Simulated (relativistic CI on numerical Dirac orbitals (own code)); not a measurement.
# Level scheme of Pb66+

Method of calculation: Dirac-Coulomb-Breit CI, KLI orbitals optimised for each configuration, QED by a radiative potential, unscaled Slater integrals (own radial code, finite nucleus).

Configuration list (outside the closed core [Ne]): 3s2 3p4, 3s2 3p3 3d, 3s 3p5, 3p6, 3s 3p4 3d, 3s 3p3 3d2, 3p5 3d, 3s2 3p2 3d 4p, 3s2 3p3 4s, 3s 3p3 3d 4s, 3p5 4s, 3s2 3p3 4p, 3s2 3p2 3d2, 3s2 3p 3d3, 3s 3p2 3d3, 3s2 3p 3d2 4s, 3s2 3p 3d2 4p, 3p4 3d2, 3p3 3d3, 3p3 3d2 4s, 3p3 3d2 4p. Double excitations out of closed p, d and f shells are left out; levels of such configurations are missing from the list, as are those of other unlisted configurations, and high levels can miss mixing partners.

The lowest level is 3s2 3p4 3P_2, with 68 % of that term; Hund's rules for 3s2 3p4 give 3P with J = 2, in agreement.

```
No.  Configuration  Term  J   E (eV)   %  Next component (%)  Lifetime (s)
  1        3s2 3p4    3P  2    0.000  68               32 1D              
  2        3s2 3p4    1S  0   22.825  65               35 3P      5.43e-02
  3     3s2 3p3 3d   3D°  2  268.053  32              29 3F°      8.15e-11
  4     3s2 3p3 3d   3D°  1  278.233  34              27 3P°      3.64e-11
  5     3s2 3p3 3d   3P°  0  278.426  63              25 5D°      1.71e-01
  6     3s2 3p3 3d   3F°  3  278.601  28              22 3G°      3.06e-10
  7     3s2 3p3 3d   3F°  4  401.806  51              25 5D°      8.98e-08
  8     3s2 3p3 3d   3D°  2  410.719  34              29 3P°      3.68e-12
  9     3s2 3p3 3d   3D°  3  431.815  45              20 1F°      1.16e-12
 10     3s2 3p3 3d   3D°  1  445.240  33              29 3P°      1.81e-12
 11    3s2 3p2 3d2    3F  2  548.199  40               22 5G      2.57e-11
 12        3s2 3p4    3P  1  573.894  99                          4.44e-10
 13    3s2 3p2 3d2    3P  0  577.688  59               26 5D      1.84e-11
 14        3s2 3p4    1D  2  584.651  67               32 3P      4.06e-10
 15    3s2 3p2 3d2    3F  3  688.096  33               21 5G      2.20e-12
 16    3s2 3p2 3d2    3P  2  700.818  23               19 3F      1.95e-12
 17    3s2 3p2 3d2    1G  4  706.504  25               24 3F      1.80e-12
 18    3s2 3p2 3d2    3P  1  706.886  37               32 5D      1.83e-12
 19         3s 3p5   3P°  2  790.856  85    7 3s2 3p3 3d 3P°      5.12e-13
 20         3s 3p5   1P°  1  812.630  33              20 3P°      5.43e-13
 21     3s2 3p3 3d   3F°  2  830.464  44              30 5D°      8.69e-11
 22     3s2 3p3 3d   5D°  0  832.237  54              23 1S°      4.61e-11
 23     3s2 3p3 3d   3D°  1  834.888  42              29 5D°      9.84e-13
 24    3s2 3p2 3d2    3F  4  838.254  31               16 3G      1.14e-12
 25     3s2 3p3 3d   3G°  3  839.669  36              27 3F°      8.92e-12
 26     3s2 3p3 3d   3G°  4  848.356  50              38 1G°      2.87e-09
 27    3s2 3p2 3d2    3P  2  849.210  21               19 3F      9.77e-13
 28     3s2 3p3 3d   3F°  2  864.364  67              21 1D°      1.92e-12
 29    3s2 3p2 3d2    3P  0  879.719  62               22 1S      8.68e-13
 30     3s2 3p3 3d   3D°  3  880.466  37              25 1F°      1.55e-13
```

Energies count from the lowest computed level; ° marks odd parity; lifetimes are radiative, by E1, M1, E2, M2, E3 decay to levels of this space only.

The mean weight of the leading LS term, summed over parents, in these 30 levels is 47 %, and that of the leading jj configuration (from the same eigenvectors) 96 %, so jj coupling describes them better and the LS labels are nominal.

At this charge energies of transitions that change n are usually good to better than 1 %, and those within a shell (Δn = 0) to a few per cent.

LS names give the leading component of a level, which can be under half, so a name can repeat, a term be missing and a line seem to break the LS rules.
